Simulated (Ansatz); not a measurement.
Computed with Ansatz on PBE0-D4/def2-TZVP structures; ΔE is electronic, products minus reactants. CCSD(T)/CBS is the MP2 limit (def2-TZVPP, def2-QZVPP) plus CCSD(T) − MP2 in def2-TZVPP, frozen cores. This one scheme is used for every species. DFT in def2-TZVPP. B3LYP here is the variant with VWN-RPA as its local correlation; programs differ in this. For Ge outer-core shells are correlated without core-valence functions, which leaves a few kJ/mol of doubt a bond. Scalar relativity is left out up to krypton. One conformer a species, not always the lowest.

Reaction (substitution at a C–S bond): `CSC(F)(F)F` + `[OH][GeH2][F]` → `[F][GeH2][O]C(F)(F)F` + CH₃SH

`CSC(F)(F)F`:

Cartesian coordinates in Å:
```
C -0.462 -1.015 -0.831
S 1.126 -0.357 -0.297
C 0.519 0.949 0.777
F -0.233 1.848 0.131
F 1.567 1.586 1.295
F -0.226 0.489 1.788
H -0.227 -1.840 -1.503
H -1.033 -0.264 -1.375
H -1.031 -1.396 0.015
```

`[OH][GeH2][F]`:

Cartesian coordinates in Å:
```
O -1.082 -0.822 0.225
Ge 0.290 0.157 -0.284
F 0.089 1.742 0.402
H -1.098 -1.000 1.168
H 1.615 -0.363 0.291
H 0.185 0.287 -1.801
```

`[F][GeH2][O]C(F)(F)F`:

Cartesian coordinates in Å:
```
F -0.599 1.558 -1.547
Ge 0.551 0.301 -1.279
O -0.178 -0.794 -0.061
C -0.475 -0.451 1.189
F -0.306 -1.490 2.001
F 0.303 0.552 1.644
F -1.740 -0.045 1.308
H 0.623 -0.573 -2.523
H 1.822 0.942 -0.732
```

CH₃SH:

```xyz
6

C    -0.239   -0.007   -0.429
S     0.922    0.648    0.790
H     0.048   -1.004   -0.759
H    -0.195    0.668   -1.284
H    -1.259   -0.015   -0.046
H     0.724   -0.290    1.728
```

```
             level  ΔE (kJ/mol)  difference from CCSD(T)/CBS
            PBE-D4        -13.3                          6.2
         r2SCAN-D4        -21.6                         -2.1
           PBE0-D4        -23.0                         -3.5
          B3LYP-D4        -22.5                         -3.0
           ωB97X-V        -25.9                         -6.4
           ωB97M-V        -23.9                         -4.4
            B2PLYP        -23.2                         -3.7
               PBE        -13.8                          5.7
            r2SCAN        -21.6                         -2.1
              PBE0        -23.3                         -3.8
             B3LYP        -23.3                         -3.8
     HF/def2-TZVPP        -50.1                        -30.6
    MP2/def2-TZVPP        -22.1                         -2.6
SCS-MP2/def2-TZVPP        -25.3                         -5.8
   CCSD/def2-TZVPP        -31.8                        -12.3
CCSD(T)/def2-TZVPP        -27.9                         -8.4
     HF/def2-QZVPP        -50.2                        -30.7
    MP2/def2-QZVPP        -17.3                          2.2
SCS-MP2/def2-QZVPP        -20.7                         -1.2
      HF/CBS(def2)        -50.2                        -30.7
     MP2/CBS(def2)        -13.7                          5.8
    CCSD/CBS(def2)        -23.4                         -3.9
       CCSD(T)/CBS        -19.5                            0
```

Largest T1 diagnostic among the species: 0.012.

In def2-TZVPP, CCSD(T) changes the Hartree–Fock value by +22.2 kJ/mol (the triples alone add +3.9 kJ/mol) and MP2 by +28.0 kJ/mol. From PBE to PBE0 (25 % exact exchange), in def2-TZVPP and without D4, ΔE moves by −9.5 kJ/mol.
